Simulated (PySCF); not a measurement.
How methods differ on the excitation energy of O⁺

O⁺ [He] 2s2 2p3 (4S) → O⁺ [He] 2s2 2p2 3s1 (4P), as a difference of total energies. Calculation: PySCF 2.14, in aug-cc-pCVTZ-DK; scalar relativity by spin-free X2C-1e. Correlated levels: valence: 1s2 frozen. The calculations carry no spin-orbit coupling.

| method | excitation energy (eV) |
| --- | --- |
| UHF | 22.745 |
| MP2 (valence) | 23.119 |
| SCS-MP2 (valence) | 22.910 |
| CCSD (valence) | 22.921 |
| CCSD(T) (valence) | 22.904 |

How much does correlation contribute at CCSD(T) (valence)?

22.904 − (22.745) = 0.159 eV, measured against UHF.

Errors of the correlated levels include the incompleteness of this basis and the frozen core.

For comparison: 22.987 eV (measured; NIST levels, between the centres of gravity of the two terms).
